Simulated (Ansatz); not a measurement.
Species: dibromo(difluoro)silane, sum formula SiBr$_{2}$F$_{2}$, charge 0, multiplicity 1. 
Coordinates optimised at B3LYP-D3(BJ)/def2-TZVP (Ansatz, a first-principles code):
```
Si
F 1 1.5788
F 1 1.5788 2 107.37
Br 1 2.1872 2 109.17 3 -118.24
Br 1 2.1872 2 109.17 3 118.24
```

Basis-set convergence of Hartree-Fock and MP2 correlation energies (hartree) with Ansatz. Cores are frozen in the correlated levels unless marked. Spin-orbit coupling is left out. The frozen core is the preceding noble-gas configuration, with the filled d and f shells of earlier blocks. Non-relativistic.

```csv
basis,functions,E(HF),"E(corr, MP2)"
def2-SVP,110,-5631.97994,-0.69348
def2-TZVPP,200,-5632.99050,-0.92609
def2-QZVPP,362,-5633.10851,-1.02066
```

Extrapolating the two largest sets (X = 3 and 4) as X^-3: E(corr) = (64·(-1.02066) - 27·(-0.92609))/37 = -1.0897 Eh, an estimate of the basis-set limit. The largest set recovers 93.7 % of it, the smallest 63.6 %.
